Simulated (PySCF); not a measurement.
## Polarisability and C₆ of Cr²⁺ (chromium, charge +2)

[Ar] 3d4, high-spin 5D determinant. Calculation: PySCF 2.14, in x2c-QZVPPall with one added diffuse shell each of s, p, d, f, g type (12s8p6d4f3g, 121 functions); the spin-free X2C one-electron Hamiltonian (Gaussian nucleus). Coupled (time-dependent) response in atomic units; α is the mean over directions.

| method | mean α (bohr³) | α xx, yy, zz | C₆ (like pair) | S(−4) |
| --- | --- | --- | --- | --- |
| M06-2X | 4.048 | 3.786, 3.786, 4.573 | 12.04 | 9.614 |

S(−4) is the Cauchy moment in α(ω) = α(0) + S(−4) ω² + …

α(iu) at M06-2X:

```csv
u (hartree),α(iu) (bohr³)
0,4.048
0.0500,4.024
0.100,3.956
0.200,3.722
0.300,3.428
0.500,2.868
0.750,2.333
1.00,1.941
1.50,1.402
2.00,1.052
3.00,0.6452
5.00,0.3098
```

For an ion, C₆ is the dispersion term alone; charge-induced terms of lower order in 1/R come first.

The components differ because the open shell of this determinant is not spherical; for a pure term their mean is the scalar polarisability.
